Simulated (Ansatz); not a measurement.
Ansatz (a quantum-chemistry and plane-wave program) input:

Ansatz 0.2 input:
```yaml
crystal:
  periodic: [false, false, false]
  atoms:
    - {symbol: Ga, position_ang: [-1.80181028, -0.02550459, 0.03462783]}
    - {symbol: O, position_ang: [0.00317290, 0.02236430, 0.01503707]}
    - {symbol: Ga, position_ang: [1.80812176, 0.07043139, -0.00349324]}
basis:
  gaussian:
    orbitals: def2-TZVP
hamiltonian:
  xc: b3lyp
  dispersion: d3bj
total_charge: 1
magnetization: {spin_polarized: true, initial_magnetization: 1}
relax: {f_tol: 0.002, max_steps: 150}
```

Problem. Which total energy does the run end on?

Solution. -3924.85492 Eh (B3LYP-D3(BJ)/def2-TZVP). The basis has 127 functions.
